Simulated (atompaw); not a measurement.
Reading a pseudo-wave (nickel (Ni))

Columns: radius, all-electron u(r) and pseudo u(r) of the 4p shell (level -14.80 eV) of nickel in the configuration [Ar] 3d8 4s0 4p0; PBEsol, scalar-relativistic, PAW (atompaw) scheme, atompaw 4.2.0.5.

```
r (bohr)  all-electron  pseudo
   0.100        0.1578  0.0039
   0.200        0.1075  0.0154
   0.300       -0.0610  0.0343
   0.400       -0.2029  0.0599
   0.500       -0.2742  0.0916
   0.600       -0.2794  0.1283
   0.700       -0.2372  0.1690
   0.800       -0.1659  0.2128
   0.900       -0.0795  0.2583
   1.000        0.0126  0.3045
   1.100        0.1042  0.3503
   1.200        0.1916  0.3948
   1.300        0.2724  0.4370
   1.400        0.3454  0.4762
   1.500        0.4100  0.5120
   1.600        0.4662  0.5438
   1.700        0.5139  0.5716
   1.800        0.5537  0.5950
   1.900        0.5859  0.6143
   2.000        0.6110  0.6296
   2.100        0.6298  0.6409
   2.200        0.6426  0.6487
   2.300        0.6502  0.6530
   2.400        0.6531  0.6541
   2.500        0.6519  0.6520
   2.600        0.6470  0.6470
```

How many radial nodes do the two functions have?

The all-electron 4p function has n − l − 1 = 2; the pseudo-wave has 0, since the states of the same l below it are removed with the core.

Is the pseudo-wave norm-conserving?

No, it belongs to a PAW set: the norm inside the radius is not constrained, and the difference is carried by the augmentation charge.
